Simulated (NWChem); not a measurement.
Species: C2H6NO cation; SMILES CC(N)=[OH+]

```xyz
10

C      0.1849    -1.4055    -0.0001
C     -0.0070     0.0615     0.0001
N      0.9892     0.8984     0.0000
O     -1.1873     0.5901     0.0000
H     -0.3037    -1.8370     0.8888
H      1.2442    -1.6875     0.0049
H     -0.2972    -1.8366    -0.8928
H      0.8181     1.9041    -0.0001
H      1.9515     0.5740    -0.0003
H     -1.9059    -0.0620     0.0003
```
Atoms are numbered in this order, from 1.

All runs use the structure optimised with PBE0/def2-SVP.

List the 4 lowest vertical singlet excitations from PBE/6-31G* (spherical d), full TDDFT (NWChem).


```json
[
 {"state": "S1", "energy (eV)": "7.75", "oscillator strength": "0.001", "leading excitation (squared amplitude)": "HOMO−1 → LUMO (0.99)"},
 {"state": "S2", "energy (eV)": "8.13", "oscillator strength": "0.259", "leading excitation (squared amplitude)": "HOMO → LUMO (0.97)"},
 {"state": "S3", "energy (eV)": "8.52", "oscillator strength": "0.006", "leading excitation (squared amplitude)": "HOMO−3 → LUMO (0.97)"},
 {"state": "S4", "energy (eV)": "8.60", "oscillator strength": "0.150", "leading excitation (squared amplitude)": "HOMO−2 → LUMO (0.96)"}
]
```
